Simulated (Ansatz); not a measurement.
Ansatz results at the PBE0-D4/def2-TZVP geometry: LUMO energy (PBE0/def2-TZVPP) -1.75 eV; HOMO energy (ωB97M-V/def2-TZVPP) -9.57 eV; size of the dipole moment (ωB97M-V/def2-TZVPP) 1.00 D.

Each molecule was computed in one conformer, which needn't be the lowest.

(1) Which molecule gave them?
A. `CC(Cl)CCl`
B. `BB[O][AlH2]`
C. `N[Si]1(O)CC1`
D. `B[O][AlH][BH2]`

Results:

(1) B. The others give `N[Si]1(O)CC1`: 0.54, -8.66, 2.20; `CC(Cl)CCl`: 0.31, -10.82, 0.51; `B[O][AlH][BH2]`: -2.61, -9.86, 1.44.
